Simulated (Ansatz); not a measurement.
Basis-set extrapolation for C3H5FSi (`F[SiH]1C=CC1`) (PBE0-D4/def2-TZVP geometry, frozen core, the Gaussian-basis code of Ansatz). Multiplicity 1, RHF reference.

```csv
,def2-TZVPP,def2-QZVPP
HF,-505.018794,-505.037866
MP2 correlation,-0.848044,-0.912404
CCSD(T) correlation,-0.916586,not run
```

Energies in hartree. Use E(X) = E(∞) + A·exp(−7.88·√X) for Hartree–Fock and E(X) = E(∞) + B·X^(−2.97) for correlation, with X = 3 and 4, and add CCSD(T) minus MP2 of the smaller set to the MP2 limit.

Task: What is the CCSD(T) energy at the basis-set limit?

Result: HF limit: -505.037866 + (-0.019072) × 0.13774 = -505.04049. MP2 limit: -0.912404 + (-0.064360) × 0.74074 = -0.96008. Higher-order term: -0.916586 − (-0.848044) = -0.06854. Total: -506.06911 hartree, 351.1 kJ/mol below CCSD(T)/def2-TZVPP.
